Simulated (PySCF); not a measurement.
# A small calculation by hand: chemical shift, span and skew from a shielding tensor

C2H5FO2Si, SMILES O=CC[Si@H](O)F. Atoms are numbered in the order given.

```xyz
11

O      1.3513    -0.9225    -1.3522
C      1.7558    -0.3124    -0.3841
C      0.9986    -0.2153     0.9119
Si    -0.8223     0.2021     0.5883
O     -1.3689    -0.8171    -0.5775
F     -0.8624     1.7529     0.0958
H      2.7352     0.2243    -0.4361
H      1.4856     0.4740     1.6175
H      0.9879    -1.2210     1.3726
H     -1.6689     0.1022     1.7935
H     -0.6518    -1.1018    -1.1744
```

Geometry optimised at B3LYP-D3(BJ)/def2-SVP. The structure was generated by enumeration; whether it is a known compound was not checked. One conformer was computed; it need not be the lowest.

GIAO shieldings from PBE0/pcSseg-1 run with PySCF, non-relativistic, no solvent. The symmetric part of the tensor of C3 has the principal values 118.0, 148.5, 177.8 ppm. The same nucleus in TMS has σ = 186.3 ppm at this level (PySCF, at its B3LYP-D3(BJ)/def2-TZVP geometry).

Q: Work out the isotropic shielding, the ¹³C shift against TMS, the span and the skew.

A: 
σ(iso) = (σ11 + σ22 + σ33)/3 = 148.1 ppm. δ = σ(ref) − σ(iso) = 186.3 − (148.1) = 38.2 ppm.
Span Ω = σ33 − σ11 = 59.8 ppm. Skew κ = 3(σ(iso) − σ22)/Ω = -0.02. Tumbling in solution averages the tensor to δ; in a static solid the shielding alone would spread this spin-1/2 line over Ω.
